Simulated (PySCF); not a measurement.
## Electron correlation in Zn⁺ (zinc, charge +1)

Starting occupation: [Ar] 3d10 4s1, 4s1/2 with m_j = +1/2. All numbers are calculated (PySCF 2.14, X2C-1e with screened-nucleus spin-orbit coupling, Gaussian nucleus, in x2c-TZVPall-2c with one added diffuse shell each of s, p, d type (7s8p5d1f, 63 functions)). Frozen: [Ne]; 19 electrons correlated; the 6 highest virtual spinors left out.

MP2 pair energies summed by pair of shells (mhartree):

| pair | energy | share (%) |
| --- | --- | --- |
| 3d3/2-3d5/2 | -177.74 | 27.2 |
| 3d5/2-3d5/2 | -122.16 | 18.7 |
| 3d5/2-3p3/2 | -67.40 | 10.3 |
| 3d3/2-3d3/2 | -51.38 | 7.9 |
| 3d3/2-3p3/2 | -46.72 | 7.1 |
| 3d5/2-3p1/2 | -35.10 | 5.4 |
| 3d5/2-3s1/2 | -25.26 | 3.9 |
| 3d3/2-3p1/2 | -21.49 | 3.3 |
| 3p1/2-3p3/2 | -21.14 | 3.2 |
| 3p3/2-3p3/2 | -20.25 | 3.1 |
| 3d3/2-3s1/2 | -16.83 | 2.6 |
| 3d5/2-4s1/2 | -12.19 | 1.9 |
| 3p3/2-3s1/2 | -11.44 | 1.8 |
| 3d3/2-4s1/2 | -7.98 | 1.2 |
| 3p1/2-3s1/2 | -5.74 | 0.9 |
| 3p1/2-3p1/2 | -4.82 | 0.7 |
| 3s1/2-3s1/2 | -2.85 | 0.4 |
| 3p3/2-4s1/2 | -2.01 | 0.3 |
| 3p1/2-4s1/2 | -0.94 | 0.1 |
| 3s1/2-4s1/2 | -0.30 | 0.0 |

Total MP2 correlation energy: -653.75 mhartree.

This basis was not built for core-valence correlation, so the inner-shell part is incomplete.
